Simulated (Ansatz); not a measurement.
`CCB(O)BCl` + `SC1CO1` → `CCB(O)S` + `ClBC1CO1`  (formal exchange of groups at a B–B bond)

Isolated molecules relaxed with PBE0-D4/def2-TZVP in Ansatz; ΔE leaves out vibrations. CBS: MP2 limit from def2 TZ/QZ plus the TZ coupled-cluster correction, frozen cores. DFT in def2-TZVPP. B3LYP here is the variant with VWN-RPA as its local correlation; programs differ in this. Each species was taken in one conformer, which may not be the lowest.

Task: Is it downhill or uphill in electronic energy at CCSD(T)/CBS, and by how much? (Best estimate.)

Result: Computed: Downhill: ΔE = -37.1 kcal/mol.

Task: What do these levels give: r2SCAN-D4, B3LYP-D4, CAM-B3LYP-D4, ωB97X-V, B2PLYP, PBE, revPBE, B3LYP, CAM-B3LYP, LC-ωPBE, HF/def2-SVP, MP2/def2-SVP? (Best estimate.)

Result: Computed: r2SCAN-D4 -39.1, B3LYP-D4 -37.3, CAM-B3LYP-D4 -37.4, ωB97X-V -36.7, B2PLYP -37.7, PBE -36.3, revPBE -35.7, B3LYP -36.9, CAM-B3LYP -37.2, LC-ωPBE -37.0, HF/def2-SVP -41.3, MP2/def2-SVP -41.5 kcal/mol.

Largest T1 diagnostic among the species: 0.013.

Leaving LDA and LC-ωPBE aside and taking each functional with its dispersion term where it has one, the values, not all of them listed here, spread over 3.1 kcal/mol, from B97M-V to BLYP-D4. LDA lies −1.5 kcal/mol from PBE without D4. At CCSD(T), def2-SVP lies −2.2 kcal/mol from the extrapolated value and def2-TZVPP −0.3 kcal/mol. From PBE to PBE0 (25 % exact exchange), in def2-TZVPP and without D4, ΔE moves by −1.2 kcal/mol.
